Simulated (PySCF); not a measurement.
Species: BrCl.
SMILES: `ClBr`

Computed with B3LYP/cc-pVDZ geometry optimisation, gas phase (PySCF 2.14.0).

Masses are those of the commonest isotopes; rigid-rotor values at the optimised geometry. 

Question: What are the moment of inertia and the rotational constant?

Answer: I = 116.473 u·Å², B = 505379 MHz·u·Å²/I = 4339 MHz (0.1447 cm⁻¹, or 0.208 K as hB/k). For two atoms I = μr² with μ = 24.2317 u and r = 2.1924 Å.

Question: List the first levels of a rigid rotor in a Σ state.

Answer: E(J) = BJ(J+1): J = 1: 0.289, J = 2: 0.868, J = 3: 1.737, J = 4: 2.895, J = 5: 4.342, J = 6: 6.079 cm⁻¹.

Question: Where do the first rotational lines fall?

Answer: The dipole is 0.61 D; J+1 ← J lies at 2B(J+1): 1 ← 0 at 8.68 GHz, 2 ← 1 at 17.36 GHz, 3 ← 2 at 26.03 GHz, 4 ← 3 at 34.71 GHz, 5 ← 4 at 43.39 GHz, 6 ← 5 at 52.07 GHz.

Question: Estimate the classical rotational partition function at 50 K, 100 K and 298.15 K.

Answer: Point group C∞v, symmetry number σ = 1; q = kT/(σhB), k/h = 20836.6 MHz/K: 240 at 50 K, 480 at 100 K, 1430 at 298.15 K.

B3LYP/cc-pVDZ frequencies: not computed here. No vibrational averaging or centrifugal distortion is included, and the geometry carries the error of its method.
